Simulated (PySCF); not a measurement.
Species: C₅H₆FO₂S (doublet state).
Structure used (GFN2-xTB), in Å, numbered top down from 1:
```xyz
15
C5H6FO2S angstrom
O     -0.0125   -0.1305   -2.3734
S     -0.7085   -0.5698   -1.1942
O     -1.4088   -1.8212   -1.2575
C     -1.8202    0.7822   -0.4677
C     -1.4473    0.8782    0.7470
C     -0.3849    0.0910    1.3843
C      0.4462   -0.5654    0.2711
C      1.6550    0.2512   -0.1301
F      2.5669    0.2870    0.8988
H     -2.5528    1.2403   -1.0901
H      0.2532    0.7204    2.0112
H     -0.8441   -0.6632    2.0276
H      0.7186   -1.5950    0.4939
H      2.1598   -0.1838   -0.9965
H      1.3752    1.2867   -0.3465
```

The hyperfine couplings belong to this conformer and change with its torsions.

Identity: `O=S1(=O)C=[C]C[C@@H]1CF` [radical].

Computed with UKS B3LYP, pcH-1 on C F H O S, non-relativistic, mean-field spin-orbit, GIAO in PySCF. Isolated species at its GFN2-xTB geometry (one conformer only). Couplings are sensitive to structure, and on GFN2-xTB geometries they can be far from those on DFT ones. Stability of the SCF solution: not tested.

Computed for the main isotopes (class means, splittings of 0.05 mT or more): g = 2.0022; H10 1H +48.7 MHz (1.74 mT); H11 1H +41.1 MHz (1.47 mT); H12 1H +6.6 MHz (0.24 mT); H14 1H +5.3 MHz (0.19 mT); F9 19F +4.2 MHz (0.15 mT); 32 first-order lines, 3.78 mT wide.

Problem. What changes when 1H at H12 is replaced by 2H?

Solution. The spin density stays the same (vibrational effects aside), so a scales with the nuclear g factor: 0.85744/5.58569 = 0.1535, so a goes from +6.6 to +1.0 MHz (0.036 mT). The spin goes from 1/2 to 1, so the 1:1 doublet becomes a 1:1:1 triplet. The spectrum then has 48 first-order lines over 3.62 mT, counting the new splitting although it is under 0.05 mT.

Problem. Where do the 13C satellites of C5 appear, and how strong are they?

Solution. a = +345.8 MHz, or 12.34 mT in magnitude, and I = 1/2, so to first order each main line has two satellites, at ±6.17 mT. The isotope's abundance is about 1.07 %, shared among 2 lines, so each has 0.54 % of the main line's intensity. At 340 mT second-order shifts move them to lower field by up to 0.11 mT.

Problem. Give position and intensity of the satellites from 33S at S2.

Solution. a = +79.1 MHz, or 2.82 mT in magnitude, and I = 3/2, so to first order each main line has four satellites, at ±1.41, ±4.23 mT. The isotope's abundance is about 0.76 %, shared among 4 lines, so each has 0.19 % of the main line's intensity. At 340 mT second-order shifts move them to lower field by up to 0.04 mT.

Time: 2.5 min of wall time (grids of density and orbitals included); peak memory 0.98 GiB. Hardware: Arm Neoverse V1, one thread, shared host.
